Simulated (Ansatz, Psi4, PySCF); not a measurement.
neopentane (C5H12), singlet, at a GFN2-xTB geometry. Base run: PBE/STO-3G in PySCF.

The PySCF input:
```python
from pyscf import gto, scf, dft

mol = gto.Mole()
mol.atom = '''
    C    -0.342155   -0.440932    1.424642
    C     0.000000   -0.000000    0.000000
    C     0.140297    1.523020   -0.042687
    C    -1.116514   -0.436182   -0.950914
    C     1.318372   -0.645907   -0.431040
    H    -1.277917    0.008553    1.749940
    H    -0.446243   -1.522623    1.475778
    H     0.441015   -0.139505    2.116951
    H     0.383913    1.856752   -1.049057
    H    -0.788353    2.001456    0.260981
    H     0.930579    1.853398    0.627991
    H    -2.063690    0.013373   -0.660635
    H    -1.232017   -1.517803   -0.934797
    H    -0.891425   -0.131331   -1.970672
    H     1.238762   -1.730619   -0.407259
    H     2.126021   -0.347501    0.233913
    H     1.579354   -0.344148   -1.443135
'''
mol.basis = 'sto-3g'
mol.charge = 0
mol.spin = 0
mol.verbose = 4
mol.build()

mf = dft.RKS(mol)
mf.xc = 'pbe'
mf.kernel()
```

The same geometry, method and basis name were run in Ansatz (a program for electronic structure) and Psi4 and PySCF, at each program's defaults and at the settings that a row names. The base is PySCF at its defaults. Differences at the defaults can come from grids, fitting, cores and function types together.

| code and settings | ΔE vs base (mEh) | basis functions | E (Eh) | SCF cycles |
|---|---|---|---|---|
| PySCF, defaults (exact integrals, its default grid, spherical functions) | 0.000 | 37 | -195.12995 | 7 |
| Psi4, defaults (density fitting with its default set, its default grid, spherical functions) | -1.620 | 37 | -195.13157 | 6 |
| Ansatz, defaults (factorised integrals, its default grid, spherical functions) | -0.024 | 37 | -195.12997 | - |
| PySCF, density fitting with def2-universal-jkfit | -1.603 | 37 | -195.13155 | 7 |
| PySCF, fine grid | -0.009 | 37 | -195.12996 | 7 |
| Psi4, exact integrals, spherical functions, fine grid | -0.011 | 37 | -195.12996 | 6 |
| Ansatz, high accuracy | -0.013 | 37 | -195.12996 | - |
